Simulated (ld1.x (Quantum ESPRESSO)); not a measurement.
# What one change does to a pseudopotential (Ge (Z = 32), TM semilocal)

ld1.x (Quantum ESPRESSO) 7.5 input, shortened:

```
&input
   title='Ge', zed=32., rel=0, dft='PW91', iswitch=3,
   config='[Ar] 3d10 4s2 4p2 4d-2'
 /
 &inputp
   pseudotype=1, tm=.true., lloc=2,
   nlcc=.true., rcore=1.30
 /
3
4S  1  0   2.00   0.00  1.60  1.60  0.0
4P  2  1   2.00   0.00  1.65  1.65  0.0
4D  3  2  -2.00   0.25  1.70  1.70  0.0
 &test
   configts(1)='4s2 4p2'
 /
```

Change: wave 4s (bound): rc 1.60 bohr becomes 4s (bound): rc 1.38 bohr.

Cutoffs: the cutoffs (Ry, on a coarse ladder) from which the occupation-weighted sum of valence levels, in a spherical-Bessel basis at the reference potential, stays within 10 and 1 mRy of its value at 400 Ry; they do not see the model core or the augmentation charge, which bear on the density cutoff. Errors are all-electron minus pseudo energies relative to the spin-unpolarised reference configuration.

How do hardness, ghosts and transferability respond?

The potential gets harder (30 Ry and 45 Ry → 35 Ry and 80 Ry); the errors of the 7 common tests hardly move; the range in which the s phases agree narrows (upper end at the end of the scan → 3.6); neither file shows a bound ghost. A smaller radius makes the pseudo-wave follow the all-electron one further in, where it bends more sharply, so more plane waves are needed. A semilocal file is local in each channel, so a ghost entry of none says nothing of the separable form that plane-wave codes build from it.

```tsv
quantity	base	changed
cutoff, loose	30 Ry	35 Ry
cutoff, tight	45 Ry	80 Ry
loose cutoff by channel (10 mRy a level)	s 15 Ry, p 6 Ry	s 30 Ry, p 6 Ry
bound ghosts	none	none
error for 4s2 4p1, meV [ΔE 7.53 eV]	-3.7	-3.4
error for 4s2 4p0, meV [ΔE 23.07 eV]	-38	-36
error for 4s1 4p0, meV [ΔE 57.42 eV]	-231	-226
error for 4s0 4p4, meV [ΔE 15.46 eV]	-31	-35
error for 4s1 4p3, meV [ΔE 7.62 eV]	-7.7	-8.7
error for 4s2 4p2.3, meV [ΔE -0.91 eV]	0.0	0.0
error for 4s1 4p2, meV [ΔE 15.86 eV]	-19	-20
s: phases at 1.85 bohr within 0.05 rad from the reference energy up to (Ry; the scan ends near 5)	to the end of the scan	3.6
p: phases at 1.85 bohr within 0.05 rad from the reference energy up to (Ry; the scan ends near 5)	4.9	4.9
d: phases at 1.85 bohr within 0.05 rad from the reference energy up to (Ry; the scan ends near 5)	0.8	0.8
```
